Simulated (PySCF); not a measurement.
Species: C5H7F3.
Z-matrix (Å and degrees, PBE0-D3(BJ)/def2-SVP geometry), rows numbered from 1:
```
C 
C   1  1.4965
C   2  1.3385  1  125.44
C   3  1.4955  2  124.40  1     0.06
F   4  1.3593  3  111.59  2   -60.84
F   4  1.3588  3  111.55  2    57.92
C   2  1.4985  1  114.59  3   179.81
F   7  1.3651  2  112.91  1  -179.52
H   1  1.0946  2  112.33  3     3.33
H   1  1.1027  2  110.39  3  -117.66
H   1  1.1026  2  110.42  3   124.43
H   3  1.0922  2  118.68  1   179.98
H   4  1.1032  3  111.98  2   178.51
H   7  1.1061  2  109.52  1    59.14
H   7  1.1063  2  109.49  1   -58.16
```

All values: PBE0/pcSseg-1 (PySCF, non-relativistic), on one gas-phase PBE0-D3(BJ)/def2-SVP geometry that isn't relaxed in the solvent. The solvent is an IEF-PCM continuum (Bondi radii, 1.10 Å for H, scaled by 1.2). Specific hydrogen bonds and non-electrostatic terms are outside this model.

| run | E − E(gas) (kcal/mol) | HOMO (eV) | HOMO–LUMO gap (eV) | dipole (D) |
| --- | --- | --- | --- | --- |
| gas | 0.00 | -7.73 | 7.21 | 1.54 |
| P | -5.33 | -7.58 | 7.25 | 2.04 |
| Q | -4.46 | -7.59 | 7.24 | 1.96 |

Problem. The runs were made in methanol and tetrahydrofuran. Which run belongs to which solvent?

Solution. P = methanol, Q = tetrahydrofuran. The dielectric constants are 7.426 (tetrahydrofuran), 32.61 (methanol), and the energy falls further as ε rises. In this model the ground state sees the solvent through ε alone.

Problem. How constant is the ratio of the lowering to (ε − 1)/(2ε + 1)?

Solution. 
```
        solvent  (ε − 1)/(2ε + 1)  E − E(gas) (kcal/mol)  ratio (kcal/mol)  polarisation term (kcal/mol)
tetrahydrofuran             0.405                  -4.46             -11.0                         -4.98
       methanol             0.477                  -5.33             -11.2                         -6.09
```

The ratio changes by +1.5 % in size from tetrahydrofuran to methanol. The polarisation term is half the interaction of the solute with the induced surface charges.

The run took 61 s on one thread, Intel Xeon at 2.50 GHz (x86_64), no GPU, shared host, and the process peaked at 0.94 GiB of memory. This is the whole shielding run at PBE0/pcSseg-1 in methanol, SCF included.
